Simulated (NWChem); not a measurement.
System: C4H3FS; SMILES c1scc(F)c1

Input file for NWChem:

```
start job
memory heap 200 mb stack 900 mb global 1100 mb
geometry units angstroms noautosym nocenter noautoz
  F     -0.257525    -2.316364     0.000000
  C     -0.065798    -1.003752     0.000000
  C      1.234047    -0.430008     0.000000
  C      1.168927     0.937137     0.000000
  S     -0.450969     1.505227     0.000000
  C     -1.084487    -0.090593     0.000000
  H      2.153937    -1.014774     0.000000
  H      1.995726     1.646139     0.000000
  H     -2.154484    -0.287059     0.000000
end
basis spherical
  * library iglo-ii
end
dft
  xc b3lyp
  iterations 150
end
property
  shielding
end
task dft property
```

Excerpt of the output:

```
             Northwest Computational Chemistry Package (NWChem) 7.3.0
             --------------------------------------------------------

                             Geometry "geometry" -> ""
                             -------------------------

 Output coordinates in angstroms (scale by  1.889725989 to convert to a.u.)

  No.       Tag          Charge          X              Y              Z
 ---- ---------------- ---------- -------------- -------------- --------------
    1 F                    9.0000    -0.25752500    -2.31636400     0.00000000
    2 C                    6.0000    -0.06579800    -1.00375200     0.00000000
    3 C                    6.0000     1.23404700    -0.43000800     0.00000000
    4 C                    6.0000     1.16892700     0.93713700     0.00000000
    5 S                   16.0000    -0.45096900     1.50522700     0.00000000
    6 C                    6.0000    -1.08448700    -0.09059300     0.00000000
    7 H                    1.0000     2.15393700    -1.01477400     0.00000000
    8 H                    1.0000     1.99572600     1.64613900     0.00000000
    9 H                    1.0000    -2.15448400    -0.28705900     0.00000000

 Effective nuclear repulsion energy (a.u.)     271.0330483857

                              NWChem Property Module
                              ----------------------

  itol2e modified to match energy
  convergence criterion.

                                 NWChem DFT Module
                                 -----------------

 Summary of "ao basis" -> "ao basis" (spherical)
 ------------------------------------------------------------------------------
       Tag                 Description            Shells   Functions and Types
 ---------------- ------------------------------  ------  ---------------------
 F                          iglo-ii                 10       22   5s4p1d
 C                          iglo-ii                 10       22   5s4p1d
 S                          iglo-ii                 15       35   7s6p2d
 H                          iglo-ii                  4        6   3s1p

  itol2e modified to match energy
  convergence criterion.

[...]

          -----------------------------------------
          Chemical Shielding Tensors (GIAO, in ppm)
          -----------------------------------------

                                NWChem CPHF Module
                                ------------------

  scftype          =     RHF
  nclosed          =       26
  nopen            =        0
  variables        =     3562
  # of vectors     =        3
  tolerance        = 0.10D-03
  level shift      = 0.00D+00
  max iterations   =       50
  max subspace     =       30

 SCF residual:    5.3973224942112273E-005

Iterative solution of linear equations
  No. of variables     3562
  No. of equations        3
  Maximum subspace       30
        Iterations       50
       Convergence  1.0D-04

   iter   nsub   residual    time
   ----  ------  --------  ---------
     1      3    5.77D-01     203.2
     2      6    1.90D-02     219.1
     3      9    1.29D-03     235.3
     4     12    7.08D-05     251.1

      Atom:    1  F
        Diamagnetic
    465.9007      4.3826     -0.0000
      4.3826    494.7910      0.0000
     -0.0000      0.0000    467.0018

        Paramagnetic
   -258.7053      6.5658     -0.0000
      6.5658   -186.0110     -0.0000
     -0.0000     -0.0000    -46.4362

        Total Shielding Tensor
    207.1953     10.9484     -0.0000
     10.9484    308.7800     -0.0000
     -0.0000     -0.0000    420.5656

           isotropic =     312.1803
          anisotropy =     162.5779

          Principal Components and Axis System
                 1           2           3
              420.5656    309.9465    206.0288

      1        -0.0000      0.1060      0.9944
      2        -0.0000      0.9944     -0.1060
      3         1.0000      0.0000      0.0000

      Atom:    2  C
        Diamagnetic
    254.9778     -0.4407     -0.0000
     -0.4407    264.5101      0.0000
     -0.0000      0.0000    225.3231

        Paramagnetic
   -240.5565    -35.1000     -0.0000
    -35.1000   -295.2152     -0.0000
     -0.0000     -0.0000   -164.2279

        Total Shielding Tensor
     14.4213    -35.5407     -0.0000
    -35.5407    -30.7051     -0.0000
     -0.0000     -0.0000     61.0952

           isotropic =      14.9371
          anisotropy =      69.2371

          Principal Components and Axis System
                 1           2           3
               61.0952    -50.2399     33.9561

      1        -0.0000      0.4817      0.8763
      2        -0.0000      0.8763     -0.4817
      3         1.0000      0.0000      0.0000

      Atom:    3  C
        Diamagnetic
    259.4303      1.2807      0.0000
      1.2807    265.7604     -0.0000
      0.0000     -0.0000    233.3479

        Paramagnetic
   -273.4046      6.5581     -0.0000
      6.5581   -220.2066     -0.0000
     -0.0000     -0.0000    -83.8764

        Total Shielding Tensor
    -13.9744      7.8388     -0.0000
      7.8388     45.5539     -0.0000
     -0.0000     -0.0000    149.4716

           isotropic =      60.3504
          anisotropy =     133.6818

          Principal Components and Axis System
                 1           2           3
              149.4716     46.5688    -14.9893

      1        -0.0000      0.1284      0.9917
      2        -0.0000      0.9917     -0.1284
      3         1.0000      0.0000      0.0000

      Atom:    4  C
        Diamagnetic
    264.4343     -5.6855      0.0000
     -5.6855    259.7707     -0.0000
      0.0000     -0.0000    231.5897

        Paramagnetic
   -287.4444    -32.1938      0.0000
    -32.1938   -237.9714      0.0000
      0.0000      0.0000    -80.6409

[...]
```

Level: B3LYP/IGLO-II, GIAO. The geometry was optimised at PBE0/def2-SVP. B3LYP is NWChem's, with the RPA form of VWN correlation. The printed shielding anisotropy is the first printed principal value minus the mean of the other two.
